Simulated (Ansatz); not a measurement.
## Nudged elastic band run: CH7FSSi

The input (input.yaml):

```yaml
crystal:
  periodic: [false, false, false]
  atoms:
    - { symbol: Si, position_ang: [-0.395267, -0.235767, -1.101349] }
    - { symbol: F, position_ang: [1.038584, 0.573523, -1.322989] }
    - { symbol: H, position_ang: [-0.704168, -0.914632, -2.407915] }
    - { symbol: H, position_ang: [-1.448738, 0.7971, -0.808831] }
    - { symbol: C, position_ang: [-0.205696, -1.470901, 0.293895] }
    - { symbol: H, position_ang: [1.411342, 1.701828, 0.560862] }
    - { symbol: S, position_ang: [0.922305, 2.010633, 1.794068] }
    - { symbol: H, position_ang: [0.013797, -0.942753, 1.243484] }
    - { symbol: H, position_ang: [-1.143841, -2.051344, 0.420227] }
    - { symbol: H, position_ang: [0.615892, -2.185229, 0.08204] }
    - { symbol: H, position_ang: [-0.104211, 2.717443, 1.246407] }
basis:
  gaussian: { orbitals: def2-SVP }
hamiltonian:
  xc: revpbe
  dispersion: d4
neb:
  order_check: false
  images: 7
  f_tol: 0.05
  max_iterations: 60
  spring: 50.0
  final_atoms:
    - { symbol: Si, position_ang: [-0.87177266, 0.22227959, -0.25782215] }
    - { symbol: F, position_ang: [2.32781372, 0.28540911, -0.73660003] }
    - { symbol: H, position_ang: [-0.5674292, 0.48576936, -1.70297621] }
    - { symbol: H, position_ang: [-2.35186466, 0.38302632, -0.04005644] }
    - { symbol: C, position_ang: [-0.23031449, -1.43661367, 0.34994435] }
    - { symbol: H, position_ang: [1.8805013, 0.87423525, -0.13366252] }
    - { symbol: S, position_ang: [0.18800331, 1.71659649, 0.96763315] }
    - { symbol: H, position_ang: [-0.44164846, -1.57447599, 1.42942152] }
    - { symbol: H, position_ang: [-0.70182337, -2.27000656, -0.20993025] }
    - { symbol: H, position_ang: [0.86394373, -1.45984748, 0.18082908] }
    - { symbol: H, position_ang: [-0.09541022, 2.77352859, 0.15311849] }
  initial_path:
    images:
      - { positions_ang: [[-0.395267, -0.235767, -1.101349], [1.038584, 0.573523, -1.322989], [-0.704168, -0.914632, -2.407915], [-1.448738, 0.7971, -0.808831], [-0.205696, -1.470901, 0.293895], [1.411342, 1.701828, 0.560862], [0.922305, 2.010633, 1.794068], [0.013797, -0.942753, 1.243484], [-1.143841, -2.051344, 0.420227], [0.615892, -2.185229, 0.08204], [-0.104211, 2.717443, 1.246407]] }
      - { positions_ang: [[-0.42063781, -0.14700863, -0.94103096], [1.15308817, 0.50016633, -1.14441452], [-0.62332745, -0.55995959, -2.2703637], [-1.56342482, 0.70016115, -0.63714478], [-0.19859352, -1.49838086, 0.29606836], [1.43783476, 1.56283942, 0.47648168], [0.74052647, 2.01088181, 1.61054882], [0.01860018, -1.085597, 1.27417261], [-1.12103611, -2.09051398, 0.35978775], [0.62771238, -2.15821453, 0.01890009], [-0.05074324, 2.76552687, 0.95689365]] }
      - { positions_ang: [[-0.44600861, -0.05825025, -0.78071292], [1.26759234, 0.42680966, -0.96584004], [-0.54248691, -0.20528718, -2.1328124], [-1.67811164, 0.60322231, -0.46545856], [-0.19149104, -1.52586071, 0.29824173], [1.46432752, 1.42385084, 0.39210136], [0.55874793, 2.01113062, 1.42702963], [0.02340335, -1.22844099, 1.30486122], [-1.09823123, -2.12968396, 0.2993485], [0.63953276, -2.13120006, -0.04423982], [0.00272453, 2.81361074, 0.66738029]] }
      - { positions_ang: [[-0.47137942, 0.03050812, -0.62039488], [1.38209651, 0.353453, -0.78726556], [-0.46164636, 0.14938522, -1.99526109], [-1.79279847, 0.50628346, -0.29377234], [-0.18438857, -1.55334057, 0.30041509], [1.49082028, 1.28486226, 0.30772104], [0.3769694, 2.01137943, 1.24351045], [0.02820653, -1.37128499, 1.33554984], [-1.07542634, -2.16885393, 0.23890924], [0.65135315, -2.10418559, -0.10737974], [0.05619229, 2.8616946, 0.37786694]] }
      - { positions_ang: [[-0.49675023, 0.11926649, -0.46007683], [1.49660068, 0.28009633, -0.60869108], [-0.38080581, 0.50405763, -1.85770979], [-1.90748529, 0.40934461, -0.12208612], [-0.17728609, -1.58082043, 0.30258846], [1.51731305, 1.14587368, 0.22334072], [0.19519087, 2.01162823, 1.05999126], [0.03300971, -1.51412899, 1.36623845], [-1.05262146, -2.20802391, 0.17846999], [0.66317353, -2.07717112, -0.17051965], [0.10966005, 2.90977847, 0.08835359]] }
      - { positions_ang: [[-0.59050584, 0.14501977, -0.40951316], [1.70440394, 0.28142452, -0.64066832], [-0.42746166, 0.49948556, -1.81902639], [-2.01858013, 0.40276504, -0.1015787], [-0.19054319, -1.54476874, 0.31442743], [1.60811011, 1.07796407, 0.13408991], [0.19339398, 1.9378703, 1.03690174], [-0.08565483, -1.52921574, 1.38203422], [-0.96492194, -2.22351957, 0.08136993], [0.71336608, -1.92284021, -0.08268246], [0.05839248, 2.875716, 0.10454481]] }
      - { positions_ang: [[-0.68426144, 0.17077304, -0.35894949], [1.9122072, 0.28275272, -0.67264555], [-0.47411751, 0.4949135, -1.780343], [-2.12967497, 0.39618546, -0.08107128], [-0.20380029, -1.50871705, 0.32626641], [1.69890717, 1.01005446, 0.0448391], [0.19159709, 1.86411236, 1.01381221], [-0.20431938, -1.54430249, 1.39782998], [-0.87722242, -2.23901524, -0.01573013], [0.76355863, -1.7685093, 0.00515472], [0.00712492, 2.84165353, 0.12073604]] }
      - { positions_ang: [[-0.77801705, 0.19652632, -0.30838582], [2.12001046, 0.28408091, -0.70462279], [-0.52077336, 0.49034143, -1.7416596], [-2.24076982, 0.38960589, -0.06056386], [-0.21705739, -1.47266536, 0.33810538], [1.78970424, 0.94214486, -0.04441171], [0.1898002, 1.79035443, 0.99072268], [-0.32298392, -1.55938924, 1.41362575], [-0.78952289, -2.2545109, -0.11283019], [0.81375118, -1.61417839, 0.0929919], [-0.04414265, 2.80759106, 0.13692726]] }
      - { positions_ang: [[-0.87177266, 0.22227959, -0.25782215], [2.32781372, 0.28540911, -0.73660003], [-0.5674292, 0.48576936, -1.70297621], [-2.35186466, 0.38302632, -0.04005644], [-0.23031449, -1.43661367, 0.34994435], [1.8805013, 0.87423525, -0.13366252], [0.18800331, 1.71659649, 0.96763315], [-0.44164846, -1.57447599, 1.42942152], [-0.70182337, -2.27000656, -0.20993025], [0.86394373, -1.45984748, 0.18082908], [-0.09541022, 2.77352859, 0.15311849]] }
```

Run as:

```bash
$ ansatz run input.yaml --threads 2 --pin off --max-ram 3072MiB --backend cpu --events-out ev --progress --plain --runs-dir out
```

Output, in part (warnings, iteration lines, the closing report on the highest movable image, with atoms numbered from 0):

```
NEB end point (image 0): max|allowed force component| = 6.135e-3 eV/Å (the criterion of neb.relax_end_points is 1.000e-2)
NEB end point (image 8): max|allowed force component| = 2.811e-2 eV/Å (the criterion of neb.relax_end_points is 1.000e-2)
NEB iter   1: max|band force component| = 7.879e0 eV/Å  barrier→ = 2.1043 eV  barrier← = 1.6062 eV  Δτ_max = 0.1969 Å  (238 SCF iters)
NEB iter   2: max|band force component| = 4.040e0 eV/Å  barrier→ = 1.8656 eV  barrier← = 1.3675 eV  Δτ_max = 0.1951 Å  (220 SCF iters)
NEB iter   3: max|band force component| = 9.238e-1 eV/Å  barrier→ = 1.6191 eV  barrier← = 1.1209 eV  Δτ_max = 0.2000 Å  (212 SCF iters)
NEB iter   4: max|band force component| = 6.732e-1 eV/Å  barrier→ = 1.4860 eV  barrier← = 0.9878 eV  Δτ_max = 0.1953 Å  (201 SCF iters)
NEB iter   5: max|band force component| = 4.169e0 eV/Å  barrier→ = 1.5431 eV  barrier← = 1.0449 eV  Δτ_max = 0.1002 Å  (201 SCF iters)
NEB iter   6: max|band force component| = 1.502e0 eV/Å  barrier→ = 1.3082 eV  barrier← = 0.8100 eV  Δτ_max = 0.0826 Å  (194 SCF iters)
NEB iter   7: max|band force component| = 4.210e-1 eV/Å  barrier→ = 1.3079 eV  barrier← = 0.8097 eV  CI = image 5  Δτ_max = 0.1969 Å  (195 SCF iters)
NEB iter   8: max|band force component| = 2.810e-1 eV/Å  barrier→ = 1.4644 eV  barrier← = 0.9662 eV  CI = image 5  Δτ_max = 0.0999 Å  (200 SCF iters)
NEB iter   9: max|band force component| = 2.835e-1 eV/Å  barrier→ = 1.5021 eV  barrier← = 1.0039 eV  CI = image 5  Δτ_max = 0.0500 Å  (191 SCF iters)
NEB iter  10: max|band force component| = 1.180e-1 eV/Å  barrier→ = 1.4934 eV  barrier← = 0.9952 eV  CI = image 5  Δτ_max = 0.0434 Å  (197 SCF iters)
NEB iter  11: max|band force component| = 6.179e-2 eV/Å  barrier→ = 1.4905 eV  barrier← = 0.9923 eV  CI = image 5  Δτ_max = 0.0366 Å  (194 SCF iters)
NEB iter  12: max|band force component| = 6.325e-2 eV/Å  barrier→ = 1.4895 eV  barrier← = 0.9914 eV  CI = image 5  Δτ_max = 0.0184 Å  (194 SCF iters)
NEB iter  13: max|band force component| = 4.953e-2 eV/Å  barrier→ = 1.4887 eV  barrier← = 0.9906 eV  CI = image 5  Δτ_max = 0.0000 Å  (385 SCF iters)
Total energy: -22567.95576615 eV, -829.3570772963 hartree
Atom 0 at    -0.437480     0.128466    -0.535376 Å, force    -0.027828    -0.032141     0.020236 eV/Å
Atom 1 at     1.478420     0.516053    -0.871065 Å, force     0.026059     0.012137    -0.009564 eV/Å
Atom 2 at    -0.491874     0.041186    -2.040421 Å, force    -0.007296    -0.004234     0.007719 eV/Å
Atom 3 at    -1.830531     0.638191    -0.225250 Å, force    -0.010134    -0.003871    -0.024176 eV/Å
Atom 4 at    -0.180173    -1.517877     0.341754 Å, force    -0.010034    -0.035014     0.011201 eV/Å
Atom 5 at     1.425745     1.199312     0.096033 Å, force     0.027017    -0.010649    -0.020677 eV/Å
Atom 6 at     0.394706     1.736688     1.197367 Å, force     0.004872     0.022414     0.039879 eV/Å
Atom 7 at    -0.234587    -1.397258     1.442666 Å, force    -0.003089     0.008765    -0.017259 eV/Å
Atom 8 at    -0.982675    -2.224345     0.038828 Å, force     0.022395     0.027798    -0.003210 eV/Å
Atom 9 at     0.800237    -1.962895     0.080772 Å, force    -0.015848     0.019932    -0.002792 eV/Å
Atom 10 at     0.058211     2.842382     0.474590 Å, force    -0.006116    -0.005138    -0.001357 eV/Å
Dipole moment:    -0.047343     0.044017     0.054157 e Å
```

The forces met the threshold. The order of the stationary point at the top wasn't checked. The orbitals stay closed-shell, which can raise the energy where a bond breaks towards radicals; this wasn't checked here.

Final band (atoms are numbered from 1 in the order of the input):

```json
{"image": "0", "path coordinate (Å)": "0.00", "energy (kJ/mol)": "0.0", "Si1–F2 (Å)": "1.66", "H6–S7 (Å)": "1.36", "Si1–S7 (Å)": "3.89"}
{"image": "1", "path coordinate (Å)": "0.54", "energy (kJ/mol)": "0.9", "Si1–F2 (Å)": "1.66", "H6–S7 (Å)": "1.36", "Si1–S7 (Å)": "3.80"}
{"image": "2", "path coordinate (Å)": "1.08", "energy (kJ/mol)": "5.2", "Si1–F2 (Å)": "1.66", "H6–S7 (Å)": "1.36", "Si1–S7 (Å)": "3.62"}
{"image": "3", "path coordinate (Å)": "1.62", "energy (kJ/mol)": "29.6", "Si1–F2 (Å)": "1.68", "H6–S7 (Å)": "1.37", "Si1–S7 (Å)": "3.25"}
{"image": "4", "path coordinate (Å)": "2.17", "energy (kJ/mol)": "89.9", "Si1–F2 (Å)": "1.75", "H6–S7 (Å)": "1.41", "Si1–S7 (Å)": "2.85"}
{"image": "5", "path coordinate (Å)": "2.71", "energy (kJ/mol)": "143.6", "Si1–F2 (Å)": "1.98", "H6–S7 (Å)": "1.60", "Si1–S7 (Å)": "2.51"}
{"image": "6", "path coordinate (Å)": "3.34", "energy (kJ/mol)": "92.0", "Si1–F2 (Å)": "2.49", "H6–S7 (Å)": "1.90", "Si1–S7 (Å)": "2.30"}
{"image": "7", "path coordinate (Å)": "3.97", "energy (kJ/mol)": "53.8", "Si1–F2 (Å)": "2.99", "H6–S7 (Å)": "2.10", "Si1–S7 (Å)": "2.22"}
{"image": "8", "path coordinate (Å)": "4.60", "energy (kJ/mol)": "48.1", "Si1–F2 (Å)": "3.24", "H6–S7 (Å)": "2.19", "Si1–S7 (Å)": "2.20"}
```

Time of the run: 2.7 min on 2 threads of Intel(R) Xeon(R) Platinum 8488C (Sapphire Rapids), on a shared host, peak memory 0.15 GiB.
